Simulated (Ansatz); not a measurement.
`C=C(F)BO` → `B/C=C(/O)F`  (isomerisation)

Program: Ansatz. Geometries: PBE0-D4/def2-TZVP. ΔE: electronic, gas phase. CCSD(T)/CBS is the MP2 limit (def2-TZVPP, def2-QZVPP) plus CCSD(T) − MP2 in def2-TZVPP, frozen cores. DFT in def2-TZVPP. B3LYP here is the variant with VWN-RPA as its local correlation; programs differ in this. Each species was taken in one conformer, which may not be the lowest.

| level | ΔE (kJ/mol) |
| --- | --- |
| B3LYP-D4 | 157.6 |
| r2SCAN0-D4 | 149.5 |
| HF/def2-TZVPP | 156.1 |
| MP2/def2-TZVPP | 160.8 |
| SCS-MP2/def2-TZVPP | 162.7 |
| HF/def2-QZVPP | 156.5 |
| HF/CBS(def2) | 156.6 |
| CCSD/CBS(def2) | 167.7 |

**Question.** What does CCSD(T)/CBS give? (Estimate.)

**Answer.** Computed: +166.9 kJ/mol. The listed levels differ from it by -9.3, -17.4, -10.8, -6.1, -4.2, -10.4, -10.3, 0.8 kJ/mol.

Largest T1 diagnostic among the species: 0.014.

In def2-TZVPP, CCSD(T) changes the Hartree–Fock value by +7.6 kJ/mol (the triples alone add −0.8 kJ/mol) and MP2 by +4.7 kJ/mol. Leaving LDA and LC-ωPBE aside and taking each functional with its dispersion term where it has one, the values, not all of them listed here, spread over 13.1 kJ/mol, from revPBE-D4 to B2PLYP. LDA lies −4.3 kJ/mol from PBE without D4.
